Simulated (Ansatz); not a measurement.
`[CH3][GaH]/[N]=C\[SiH3]` + `[F][GaH][Cl]` → `[F][Ga]([SiH3])[Cl]` + `C=[N][GaH][CH3]`  (formal exchange of groups at the Si–C bond)

Gas-phase electronic energies from Ansatz, PBE0-D4/def2-TZVP geometries. CBS: MP2 limit from def2 TZ/QZ plus the TZ coupled-cluster correction, frozen cores. Functionals use def2-TZVPP. B3LYP here is the variant with VWN-RPA as its local correlation; programs differ in this. For Ga outer-core shells are correlated without core-valence functions, which leaves a few kJ/mol of doubt a bond. Scalar relativity is left out up to krypton. Each species was taken in one conformer, which may not be the lowest.

`[CH3][GaH]/[N]=C\[SiH3]`:

Z-matrix (Å, degrees):
```
C
Ga 1 1.959
H 1 1.090 2 111.0
H 1 1.093 2 110.0 3 120.3
H 1 1.092 2 110.7 3 -121.1
N 2 1.827 1 116.5 3 2.2
H 2 1.561 1 128.4 3 172.2
C 6 1.252 2 151.1 1 -92.8
Si 8 1.900 6 123.7 2 -1.4
H 8 1.107 6 118.8 2 178.7
H 9 1.487 8 107.3 6 0.6
H 9 1.489 8 110.7 6 120.9
H 9 1.489 8 110.8 6 -119.7
```

`[F][GaH][Cl]`:

Z-matrix (Å, degrees):
```
Ga
F 1 1.744
Cl 1 2.122 2 113.4
H 1 1.541 2 120.8 3 180.0
```

`[F][Ga]([SiH3])[Cl]`:

```xyz
7

F    -1.323   -1.143   -1.991
Ga   -0.449   -1.076   -0.474
Si    0.385    0.994    0.388
Cl   -0.261   -3.010    0.417
H     1.065    0.750    1.684
H     1.341    1.562   -0.595
H    -0.758    1.922    0.573
```

`C=[N][GaH][CH3]`:

Z-matrix (Å, degrees):
```
C
Ga 1 1.959
H 1 1.090 2 111.0
H 1 1.092 2 110.5 3 120.9
H 1 1.093 2 110.3 3 -120.6
N 2 1.816 1 116.7 3 -4.0
H 2 1.561 1 128.2 3 -175.8
C 6 1.244 2 156.7 1 93.0
H 8 1.102 6 121.5 2 -179.2
H 8 1.102 6 123.8 2 0.8
```

| level | ΔE (kJ/mol) |
| --- | --- |
| r2SCAN-D4 | -40.7 |
| ωB97X-V | -39.4 |
| ωB97M-V | -37.4 |
| B2PLYP | -40.1 |
| B3LYP | -44.3 |
| CCSD(T)/def2-TZVPP | -38.1 |
| HF/def2-QZVPP | -37.8 |
| MP2/CBS(def2) | -36.7 |

(1) What does CCSD(T)/CBS give? (Estimate.)

Largest T1 diagnostic among the species: 0.015.

Results:

(1) Ansatz gave: -39.6 kJ/mol. The listed levels differ from it by -1.1, 0.2, 2.2, -0.5, -4.7, 1.5, 1.8, 2.9 kJ/mol.

The D4 term adds +4.2 kJ/mol with B3LYP and +2.3 kJ/mol with PBE0; it sums over pairs of atoms, weighted by their polarisabilities, and B3LYP, whose exchange is more repulsive, gets the larger term.
